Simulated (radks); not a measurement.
Valence configurations of the antimony ion Sb2+ (all share [Kr]). All-electron calculation, Dirac Kohn-Sham, BLYP, spin-unpolarised, spherical densities, finite nucleus; open shells fill j = l - 1/2 first; Fermi nuclear charge, rms radius 4.6802 fm. Program: a radial shooting solver on a logarithmic mesh with Libxc functionals. Energies are relative to 4d10 5s2 5p1; eigenvalues in eV.

valence           E (eV)  e(4d3/2)  e(4d5/2)  e(5p1/2)  e(5p3/2)  e(5s1/2)
4d10 5s2 5p1       0.000   -52.174   -50.921   -20.582         -   -29.271
4d9 5s2 5p2       32.620   -58.602   -57.289   -22.378         -   -31.664
4d10 5s1 5p2       8.753   -53.374   -52.117   -21.171         -   -29.987
4d10 5p3          18.558   -54.791   -53.530   -21.872   -20.940         -
4d10 5s1.5 5p1.5   4.361   -52.779   -51.524   -20.880         -   -29.633
4d9 5s1 5p3       42.987   -59.980   -58.663   -23.056   -22.029   -32.480
4d8 5s1 5p4       82.040   -66.567   -65.189   -24.865   -23.711   -34.866
4d9 5p4           53.521   -61.318   -59.996   -23.708   -22.650         -
4d9.5 5s0.5 5p3   30.337   -57.373   -56.084   -22.465   -21.486   -31.659

NIST lists [Kr] 4d10 5s2 5p1 as the ground configuration; this level of theory agrees among the configurations tried. The energies are those of spherical spin-averaged densities, not of single terms.
